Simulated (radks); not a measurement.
Polarisability of the thallium ion Tl+, [Hg], at imaginary frequency. Calculated with a radial shooting solver on a logarithmic mesh with Libxc functionals: non-relativistic Kohn-Sham, LB94 model potential, spin-polarised, spherical densities, point nucleus; relativity is left out, which matters for an element this heavy. Response by self-consistent Sternheimer equations with the Hartree and adiabatic LDA kernel.

w (hartree),alpha1(iw) (bohr^3),alpha2(iw) (bohr^5)
0.00266,25.11,133.0
0.0143,25.06,132.9
0.0360,24.79,132.4
0.0697,23.96,130.6
0.118,22.13,126.3
0.186,19.06,117.5
0.280,15.14,102.7
0.413,11.26,81.94
0.605,8.070,58.56
0.892,5.635,37.48
1.35,3.751,21.70
2.12,2.250,11.32
3.59,1.118,5.044
6.94,0.4184,1.664
17.5,0.1019,0.3028

Static values: alpha1 = 25.11 bohr^3 (3.721 angstrom^3; uncoupled 51.11), alpha2 = 133.0 bohr^5, alpha3 = 1365 bohr^7. C6 = 191.4, C8 = 5843, triple-dipole C9 = 3201 atomic units. One-pole (London) frequency 4 C6 / (3 alpha1^2) = 0.405 hartree, against 0.717 for minus the highest occupied eigenvalue.
